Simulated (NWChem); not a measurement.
The numbers come from NWChem runs, not from measurements. System: H9PSi3, charge 0, spin multiplicity 1, displaced from the optimised geometry. Level: LDA (SVWN5)/def2-SVP.

NWChem printed:

```
             Northwest Computational Chemistry Package (NWChem) 7.3.0
             --------------------------------------------------------

                                NWChem Input Module
                                -------------------

 Scaling coordinates for geometry "geometry" by  1.889725989
 (inverse scale =  0.529177249)

 Turning off AUTOSYM since
 SYMMETRY directive was detected!

                             Geometry "geometry" -> ""
                             -------------------------

 Output coordinates in angstroms (scale by  1.889725989 to convert to a.u.)

  No.       Tag          Charge          X              Y              Z
 ---- ---------------- ---------- -------------- -------------- --------------
    1 Si                  14.0000    -1.03331200     0.17646100     1.77431500
    2 P                   15.0000     0.03628900    -0.87113600     0.00000000
    3 Si                  14.0000    -1.03331200     0.17646100    -1.77431500
    4 Si                  14.0000     2.03936200     0.30256000     0.00000000
    5 H                    1.0000    -2.46915600    -0.32400000     1.81410700
    6 H                    1.0000    -1.04450200     1.69745000     1.67999200
    7 H                    1.0000    -0.32172000    -0.23164200     3.05521800
    8 H                    1.0000    -2.46915600    -0.32400000    -1.81410700
    9 H                    1.0000    -0.32172000    -0.23164200    -3.05521800
   10 H                    1.0000    -1.04450200     1.69745000    -1.67999200
   11 H                    1.0000     2.81884800    -0.10526000    -1.24084400
   12 H                    1.0000     2.81884800    -0.10526000     1.24084400
   13 H                    1.0000     1.87039800     1.81721200     0.00000000

 Effective nuclear repulsion energy (a.u.)     334.8278156718

            Nuclear Dipole moment (a.u.)
            ----------------------------
        X                 Y               Z
 ---------------- ---------------- ----------------
     0.0000094486     0.0000302356    -0.0000000000

      Symmetry information
      --------------------

 Group name             Cs
 Group number              2
 Group order               2
 No. of unique centers     8

      Symmetry unique atoms

     1    2    4    5    6    7   11   13


 Summary of "ao basis" -> "" (spherical)
 ------------------------------------------------------------------------------
       Tag                 Description            Shells   Functions and Types
[...]
     2   0 1 1     -0.000000     -0.000000     -0.000000      0.000000
     2   0 0 2    -43.639262   -239.876389   -239.876389    436.113517

            General Information
            -------------------
          SCF calculation type: DFT
          Wavefunction type:  closed shell.
          No. of atoms     :    13
          No. of electrons :    66
           Alpha electrons :    33
            Beta electrons :    33
          Charge           :     0
          Spin multiplicity:     1
          Use of symmetry is: on ; symmetry adaption is: on
          Maximum number of iterations: 100
          AO basis - number of functions:   117
                     number of shells:    59
          Convergence on energy requested:  1.00D-06
          Convergence on density requested:  1.00D-05
          Convergence on gradient requested:  5.00D-04

              XC Information
              --------------
                        Slater Exchange Functional  1.000 local
                      VWN V Correlation Functional  1.000 local

             Grid Information
             ----------------
          Grid used for XC integration:  medium
          Radial quadrature: Mura-Knowles
          Angular quadrature: Lebedev.
          Tag              B.-S. Rad. Rad. Pts. Rad. Cut. Ang. Pts.
          ---              ---------- --------- --------- ---------
          Si                  1.10       88          12.0       590
          P                   1.00       88          10.0       590
          H                   0.35       45          14.0       434
          Grid pruning is: on
          Number of quadrature shells:   489
          Spatial weights used:  Erf1

          Convergence Information
          -----------------------
          Convergence aids based upon iterative change in
          total energy or number of iterations.
          Levelshifting, if invoked, occurs when the
          HOMO/LUMO gap drops below (HL_TOL):  1.00D-02
          DIIS, if invoked, will attempt to extrapolate
          using up to (NFOCK): 10 stored Fock matrices.

                    Damping( 0%)  Levelshifting(0.5)       DIIS
                  --------------- ------------------- ---------------
          dE  on:    start            ASAP                start
          dE off:    2 iters        100 iters           100 iters

      Screening Tolerance Information
      -------------------------------
          Density screening/tol_rho:  1.00D-10
          AO Gaussian exp screening on grid/accAOfunc:  14
          CD Gaussian exp screening on grid/accCDfunc:  20
          XC Gaussian exp screening on grid/accXCfunc:  20
          Schwarz screening/accCoul:  1.00D-08

                            NWChem DFT Gradient Module
                            --------------------------

  charge          =   0.00
  wavefunction    = closed shell

  Using symmetry

                         DFT ENERGY GRADIENTS

    atom               coordinates                        gradient
                 x          y          z           x          y          z
   1 Si     -1.952677   0.333463   3.352969   -0.004938   0.001579   0.008443
   2 P       0.068576  -1.646208   0.000000    0.000544  -0.013421   0.000000
   3 Si     -1.952677   0.333463  -3.352969   -0.004938   0.001579  -0.008443
   4 Si      3.853835   0.571755   0.000000    0.009659   0.002172   0.000000
   5 H      -4.666028  -0.612271   3.428165   -0.004936  -0.001214   0.000550
   6 H      -1.973823   3.207715   3.174725   -0.000160   0.004712  -0.000065
   7 H      -0.607963  -0.437740   5.773525    0.002063  -0.000914   0.004585
   8 H      -4.666028  -0.612271  -3.428165   -0.004936  -0.001214  -0.000550
   9 H      -0.607963  -0.437740  -5.773525    0.002063  -0.000914  -0.004585
  10 H      -1.973823   3.207715  -3.174725   -0.000160   0.004712   0.000065
  11 H       5.326850  -0.198913  -2.344855    0.003002  -0.000890  -0.004048
  12 H       5.326850  -0.198913   2.344855    0.003002  -0.000890   0.004048
  13 H       3.534540   3.434033   0.000000   -0.000264   0.004702   0.000000

                 ----------------------------------------
                 |  Time  |  1-e(secs)   |  2-e(secs)   |
                 ----------------------------------------
                 |  CPU   |       0.01   |       1.86   |
                 ----------------------------------------
                 |  WALL  |       0.01   |       1.86   |
                 ----------------------------------------

 Task  times  cpu:        5.6s     wall:        5.6s

 Total times  cpu:        5.6s     wall:        5.6s
```

**Question.** Write an NWChem input that would produce this output.

**Answer.** This is not unique; one that fits is 
```
start mol
memory heap 200 mb stack 900 mb global 1100 mb
geometry units angstroms nocenter noautoz
  Si    -1.033312     0.176461     1.774315
  P      0.036289    -0.871136     0.000000
  Si    -1.033312     0.176461    -1.774315
  Si     2.039362     0.302560     0.000000
  H     -2.469156    -0.324000     1.814107
  H     -1.044502     1.697450     1.679992
  H     -0.321720    -0.231642     3.055218
  H     -2.469156    -0.324000    -1.814107
  H     -0.321720    -0.231642    -3.055218
  H     -1.044502     1.697450    -1.679992
  H      2.818848    -0.105260    -1.240844
  H      2.818848    -0.105260     1.240844
  H      1.870398     1.817212     0.000000
  symmetry group Cs
end
basis spherical
  * library def2-svp
end
dft
  xc slater vwn_5
  semidirect memsize 60000000 filesize 0
  iterations 100
  tolerances tight
end
task dft gradient
```
